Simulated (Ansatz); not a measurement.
## Relative stability

Two isomers of C2H5Si2 (charge +1), closed shell, relaxed at PBE0-D4/def2-TZVP (vibrations not checked).

A:

Si1  (-0.003, 1.881, -1.958)
C2  (-0.199, 0.460, -0.771)
C3  (0.635, 0.011, 0.223)
Si4  (0.173, -1.429, 1.132)
H5  (-0.940, 2.738, -1.128)
H6  (-1.076, -0.161, -1.004)
H7  (1.536, 0.561, 0.483)
H8  (-1.035, -2.158, 0.706)
H9  (0.909, -1.904, 2.317)
(Å)

B:

| atom | x (Å) | y (Å) | z (Å) |
| --- | --- | --- | --- |
| Si1 | -0.8351 | 1.3474 | -0.9673 |
| C2 | 0.0305 | 0.0975 | -0.1568 |
| Si3 | 1.3639 | -0.9623 | -0.0104 |
| C4 | -0.0521 | -0.8337 | 1.1169 |
| H5 | -0.2786 | 1.9140 | -2.2062 |
| H6 | -2.1172 | 1.8779 | -0.4707 |
| H7 | 2.6497 | -1.4843 | -0.5097 |
| H8 | -0.8231 | -1.6024 | 1.1166 |
| H9 | 0.0622 | -0.3541 | 2.0875 |

Program: Ansatz 0.2.0. Basis: def2-TZVPP. Cores are frozen in the correlated methods. B3LYP uses VWN-RPA correlation.

(1) Which structure is lower at CCSD(T), and by how much? (An estimate is asked for; the value comes from the calculation.)

(2) Do the other methods give the same order? (Judge from chemistry; the calculation decides.)

The T1 diagnostic stays at or below 0.020. The restricted Hartree–Fock reference is unstable towards an unrestricted one at one or more of these structures.

Answers

(1) Computed: A, by 0.213 eV (electronic energy, against the other). By their contacts, A is C₂H₅Si₂ ([SiH][CH][CH][SiH2]), total charge +1 and B is C₂H₅Si₂ ([SiH2][C]1[CH2][SiH]1), total charge +1.

(2) By the calculation: Not all: MP2 gives the other order.

| method | E(B) − E(A) (eV) |
| --- | --- |
| PBE-D4 | 0.182 |
| r2SCAN-D4 | 0.114 |
| PBE0-D4 | 0.127 |
| B3LYP-D4 | 0.364 |
| wB97M-V | 0.237 |
| HF | 0.576 |
| MP2 | -0.064 |
| CCSD | 0.274 |
| CCSD(T) | 0.213 |

Labels in which every atom is bracketed show which atoms are joined, not bond orders.
